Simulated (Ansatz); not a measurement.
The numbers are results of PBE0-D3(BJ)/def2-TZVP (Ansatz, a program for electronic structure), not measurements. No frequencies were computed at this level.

Ansatz 0.2 input:
```yaml
crystal:
  periodic: [false, false, false]
  atoms:
    - { symbol: B, position_ang: [-0.00002, 0.000006, 0.000386] }
    - { symbol: H, position_ang: [-0.231106, 1.141364, -0.000147] }
    - { symbol: H, position_ang: [-0.872862, -0.770886, -0.003938] }
    - { symbol: H, position_ang: [1.103987, -0.370484, 0.003699] }
basis:
  gaussian: { orbitals: def2-tzvp }
hamiltonian:
  xc: pbe0
  dispersion: d3bj
relax:
  max_steps: 150
```

Output:

```
Functional definition: PBE0
301 factors; their error is unknown
mean field evaluation 1: about -722.1128 eV, gradient 1.5e1 eV
mean field evaluation 2: about -722.6305 eV, gradient 8.6e0 eV
mean field evaluation 4: about -722.8660 eV, gradient 2.7e-2 eV
mean field evaluation 8: about -722.8604 eV, gradient 6.8e-4 eV
mean field -722.86043437 eV, -26.5646309905 hartree, gradient 5.3e-5 eV, S^2 0.000000; 0 other end points of the search recorded, 0 dependent functions left out
reference -722.86045948 eV, -26.5646319135 hartree; 4, 4 occupied and 45, 45 virtual orbitals, 301 factors
relax step   1: F+E_penalty+E_count = -722.87865938 eV  Δ(F+E_penalty+E_count) = +0.000e0 eV  max|allowed force component| = 7.374e-1 eV/Å  Δτ_max = 0.0000 Å  (17 SCF iters, accepted)
these checks for a lower state are left out or cut short: starts, cluster_reference, orbital_swaps, neighbouring_geometries, increment
301 factors; their error is unknown
mean field evaluation 16: about -722.8896 eV, gradient 7.8e-6 eV
mean field -722.88958344 eV, -26.5657021994 hartree, gradient 7.8e-6 eV, S^2 0.000000; 0 other end points of the search recorded, 0 dependent functions left out
reference -722.88960869 eV, -26.5657031270 hartree; 4, 4 occupied and 45, 45 virtual orbitals, 301 factors
relax step   2: F+E_penalty+E_count = -722.90781115 eV  Δ(F+E_penalty+E_count) = -2.915e-2 eV  max|allowed force component| = 2.082e-1 eV/Å  Δτ_max = 0.0204 Å  (22 SCF iters, accepted)
these checks for a lower state are left out or cut short: starts, cluster_reference, orbital_swaps, neighbouring_geometries, increment
301 factors; their error is unknown
mean field -722.89079355 eV, -26.5657466699 hartree, gradient 8.1e-6 eV, S^2 0.000000; 0 other end points of the search recorded, 0 dependent functions left out
reference -722.89081884 eV, -26.5657475995 hartree; 4, 4 occupied and 45, 45 virtual orbitals, 301 factors
relax step   3: F+E_penalty+E_count = -722.90902575 eV  Δ(F+E_penalty+E_count) = -1.215e-3 eV  max|allowed force component| = 1.885e-1 eV/Å  Δτ_max = 0.0146 Å  (23 SCF iters, accepted)
these checks for a lower state are left out or cut short: starts, cluster_reference, orbital_swaps, neighbouring_geometries, increment
301 factors; their error is unknown
mean field -722.89234609 eV, -26.5658037247 hartree, gradient 8.0e-6 eV, S^2 0.000000; 0 other end points of the search recorded, 0 dependent functions left out
reference -722.89237138 eV, -26.5658046543 hartree; 4, 4 occupied and 45, 45 virtual orbitals, 301 factors
relax step   4: F+E_penalty+E_count = -722.91057797 eV  Δ(F+E_penalty+E_count) = -1.552e-3 eV  max|allowed force component| = 1.348e-3 eV/Å  Δτ_max = 0.0123 Å  (22 SCF iters, accepted)
301 factors; their error is unknown
mean field evaluation 32: about -722.8978 eV, gradient 1.2e-1 eV
mean field -722.89234609 eV, -26.5658037247 hartree, gradient 1.0e-5 eV, S^2 0.000000; 1 other end points of the search recorded, 0 dependent functions left out
reference -722.89237138 eV, -26.5658046543 hartree; 4, 4 occupied and 45, 45 virtual orbitals, 301 factors
Total energy: -722.91060327 eV, -26.5664746636 hartree
Atom 0 at    -0.000000    -0.000000     0.000088 Å, force     0.000001     0.000001    -0.001348 eV/Å
Atom 1 at    -0.236885     1.169704    -0.000048 Å, force    -0.000128     0.000634     0.000449 eV/Å
Atom 2 at    -0.894544    -0.789998    -0.003933 Å, force    -0.000485    -0.000429     0.000447 eV/Å
Atom 3 at     1.131428    -0.379705     0.003893 Å, force     0.000613    -0.000206     0.000451 eV/Å
Dipole moment:    -0.000000    -0.000000     0.000052 e Å
```

Cost: roughly 0.9 core-seconds.
